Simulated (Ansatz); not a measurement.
Molecule: CuF (charge 0, singlet). SMILES: [F][Cu]
Structure (B3LYP-D3(BJ)/def2-TZVP (Ansatz, a quantum-chemistry and plane-wave program) minimum search):
```xyz
2

Cu     0.0000     0.0000    -0.4195
F      0.0000     0.0000     1.3519
```

Property: vertical ionisation energy to the doublet, in eV. Terms: frozen cores in correlated levels (noble-gas shells and the d and f shells of earlier blocks); non-relativistic; each state is the SCF solution reached for its charge and spin; LANL2DZ with its own core potentials from Na on; 6-31G* and kin with 6d, 5d where marked; open shells spin-unrestricted; no spin-orbit coupling. First-principles rows: single points at B3LYP-D3(BJ) geometries (Ansatz).

```csv
level,program,vertical ionisation energy to the doublet (eV)
HF/6-31G*,Ansatz,6.43
PBE/6-31G*,Ansatz,9.08
PBE/6-31G* with LANL2DZ past Ar,Ansatz,10.18
B3LYP/3-21G,Ansatz,8.25
B3LYP/6-31G*,Ansatz,9.06
B3LYP/6-31G* with LANL2DZ past Ar,Ansatz,10.31
MP2/6-31G* with LANL2DZ past Ar,Ansatz,10.76
PBE0/def2-TZVPD,Ansatz,10.40
wB97X-V/def2-TZVPD,Ansatz,10.49
```

No value to compare with is used here. The 7 habitual levels span 6.43 (HF/6-31G*) to 10.76 eV (MP2/6-31G* with LANL2DZ past Ar); wB97X-V/def2-TZVPD gives 10.49.

The levels are drawn from those run, B3LYP/6-31G* more often than the rest, none by its result; runs whose electronic state is in doubt are left out.
